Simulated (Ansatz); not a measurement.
The same ligand exchange along the group Si, Ge, Sn.

Program: Ansatz. Geometries: PBE0-D4/def2-TZVP. ΔE: electronic, gas phase. CBS: MP2 limit from def2 TZ/QZ plus the TZ coupled-cluster correction, frozen cores. Small cases extrapolate CCSD(T) itself. DFT in def2-TZVPP. Elements past krypton have def2 core potentials. For Ge, Sn outer-core shells are correlated without core-valence functions, which leaves a few kJ/mol of doubt a bond. Scalar relativity is left out up to krypton. One conformer a species, not always the lowest.

```
                                reaction  CCSD(T)/CBS(def2) (kJ/mol)
         `F[Si]F` + H₂S → `F[Si]S` + H–F                          89
`[F][Ge][F]` + H₂S → `[F][Ge][SH]` + H–F                           ?
`[F][Sn][F]` + H₂S → `[F][Sn][SH]` + H–F                           9
```

Question: Fill in the missing values. (Best estimate.)

Answer: Ansatz gave: `[F][Ge][F]` + H₂S → `[F][Ge][SH]` + H–F: +23.5 kJ/mol.

Largest T1 diagnostic: 0.017, for `[F][Sn][F]`.

Extrapolated directly: `F[Si]F` + H₂S → `F[Si]S` + H–F.
